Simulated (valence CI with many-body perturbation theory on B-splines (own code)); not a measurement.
# E1 transitions of Er54+

Level of theory: valence CI with perturbative core correlation (CI+MBPT): four valence electrons over a frozen Dirac-Fock core [Ne], radial functions for each j: 11 s, 11 p, 9 d, 7 f, 5 g, 2 h, 1 i, with the one-electron correlation potential Σ1, the two-electron term Σ2, the three-electron term Σ3, Breit, model QED; selected CI, second order for the rest (own B-spline code, finite nucleus).

No measured spectrum was set against this ion. As an estimate, large intervals hold to a few tenths of a per cent, small ones and those within an open d or f shell to about a per cent.

Lines 201 to 230 of 230 in falling wavelength, among levels below 948.83 eV, chosen from the strongest by gf and those to the six lowest levels. Wavelengths and rates use the calculated energies. Electric multipoles are in the length gauge, E1 and E2 with the static RPA response of the core. Weak lines are less certain than strong ones. Lines between different terms over intervals too small for the method are left out, as are lines whose strength nearly cancels. The highest levels of a list are the least certain.

Levels are named by their leading jj configuration (3d3/2^4 stands for four electrons in 3d with j = 3/2), which in mixed levels can hold well under half, so a name can repeat and another be missing. Letters in brackets count levels of one name in rising energy.

| λ vac (Å) | Upper | Lower | A (s⁻¹) | S (a.u.) with core polarisation | S without |
| --- | --- | --- | --- | --- | --- |
| 24.93 | (3s 3p1/2 3p3/2 3d5/2) J=1 [b] | (3s 3p1/2^2 3p3/2) J=1 | 3.19e+10 | 7.32e-04 | 7.44e-04 |
| 24.70 | (3s^2 3p3/2 3d5/2) J=2 | (3s^2 3p1/2 3p3/2) J=1 | 4.43e+08 | 1.65e-05 | 1.68e-05 |
| 24.56 | (3s 3p1/2 3p3/2 3d5/2) J=3 [b] | (3s 3p1/2^2 3p3/2) J=2 | 4.53e+10 | 2.32e-03 | 2.36e-03 |
| 24.54 | (3s 3p1/2 3p3/2 3d5/2) J=1 [a] | (3s 3p1/2^2 3p3/2) J=2 | 3.25e+09 | 7.10e-05 | 7.22e-05 |
| 24.47 | (3s^2 3d3/2^2) J=2 | (3s 3p1/2^2 3p3/2) J=1 | 7.26e+09 | 2.63e-04 | 2.67e-04 |
| 24.39 | (3s 3p1/2 3p3/2 3d5/2) J=1 [c] | (3s 3p1/2^2 3p3/2) J=1 | 1.21e+09 | 2.60e-05 | 2.64e-05 |
| 24.34 | (3s 3p1/2 3p3/2 3d5/2) J=2 [b] | (3s 3p1/2^2 3p3/2) J=2 | 7.76e+10 | 2.76e-03 | 2.81e-03 |
| 24.26 | (3s 3p1/2 3p3/2 3d5/2) J=2 [c] | (3s 3p1/2^2 3p3/2) J=1 | 1.02e+10 | 3.59e-04 | 3.65e-04 |
| 24.22 | (3s 3p1/2 3p3/2 3d5/2) J=0 | (3s 3p1/2^2 3p3/2) J=1 | 3.84e+11 | 2.69e-03 | 2.74e-03 |
| 24.02 | (3s^2 3p3/2 3d5/2) J=3 | (3s^2 3p1/2 3p3/2) J=2 | 4.33e+09 | 2.07e-04 | 2.11e-04 |
| 23.95 | (3s 3p1/2 3p3/2 3d5/2) J=2 [d] | (3s 3p1/2^2 3p3/2) J=1 | 2.27e+10 | 7.68e-04 | 7.81e-04 |
| 23.93 | (3s 3p1/2 3p3/2 3d5/2) J=3 [c] | (3s 3p1/2^2 3p3/2) J=2 | 4.64e+10 | 2.20e-03 | 2.23e-03 |
| 23.71 | (3s 3p1/2 3p3/2 3d5/2) J=1 [b] | (3s 3p1/2^2 3p3/2) J=2 | 2.70e+10 | 5.33e-04 | 5.42e-04 |
| 23.63 | (3s^2 3p3/2 3d5/2) J=1 | (3s^2 3p1/2 3p3/2) J=2 | 2.47e+10 | 4.83e-04 | 4.90e-04 |
| 23.45 | (3s^2 3d3/2^2) J=0 | (3s 3p1/2^2 3p3/2) J=1 | 5.85e+08 | 3.73e-06 | 3.76e-06 |
| 23.29 | (3s^2 3d3/2^2) J=2 | (3s 3p1/2^2 3p3/2) J=2 | 7.38e+09 | 2.30e-04 | 2.34e-04 |
| 23.26 | (3s^2 3p3/2 3d5/2) J=1 | (3s^2 3p1/2 3p3/2) J=1 | 4.06e+09 | 7.56e-05 | 7.68e-05 |
| 23.22 | (3s 3p1/2 3p3/2 3d5/2) J=1 [c] | (3s 3p1/2^2 3p3/2) J=2 | 4.96e+09 | 9.20e-05 | 9.34e-05 |
| 23.16 | (3s 3p1/2 3p3/2 3d5/2) J=3 [d] | (3s 3p1/2^2 3p3/2) J=2 | 9.37e+09 | 4.02e-04 | 4.09e-04 |
| 23.10 | (3s 3p1/2 3p3/2 3d5/2) J=2 [c] | (3s 3p1/2^2 3p3/2) J=2 | 3.76e+09 | 1.14e-04 | 1.16e-04 |
| 22.82 | (3s 3p1/2 3p3/2 3d5/2) J=2 [d] | (3s 3p1/2^2 3p3/2) J=2 | 5.29e+10 | 1.55e-03 | 1.58e-03 |
| 19.58 | (3s 3p3/2^3) J=2 | (3s^2 3p1/2 3p3/2) J=2 | 4.47e+09 | 8.27e-05 | 8.40e-05 |
| 19.36 | (3s 3p1/2 3p3/2^2) J=1 [a] | (3s^2 3p1/2^2) J=0 | 1.31e+09 | 1.41e-05 | 1.43e-05 |
| 19.32 | (3s 3p3/2^3) J=2 | (3s^2 3p1/2 3p3/2) J=1 | 4.39e+08 | 7.81e-06 | 7.92e-06 |
| 19.04 | (3s 3p1/2 3p3/2^2) J=1 [b] | (3s^2 3p1/2^2) J=0 | 4.34e+09 | 4.44e-05 | 4.50e-05 |
| 18.70 | (3s 3p3/2^3) J=1 | (3s^2 3p1/2 3p3/2) J=2 | 5.82e+08 | 5.64e-06 | 5.72e-06 |
| 18.47 | (3s 3p3/2^3) J=1 | (3s^2 3p1/2 3p3/2) J=1 | 3.60e+09 | 3.35e-05 | 3.41e-05 |
| 17.85 | (3s^2 3p3/2 3d3/2) J=1 | (3s^2 3p1/2^2) J=0 | 5.64e+08 | 4.74e-06 | 4.83e-06 |
| 16.25 | (3s^2 3p3/2 3d5/2) J=1 | (3s^2 3p1/2^2) J=0 | 2.21e+09 | 1.41e-05 | 1.43e-05 |
| 13.76 | (3s 3p3/2^3) J=1 | (3s^2 3p1/2^2) J=0 | 1.25e+07 | 4.81e-08 | 4.88e-08 |
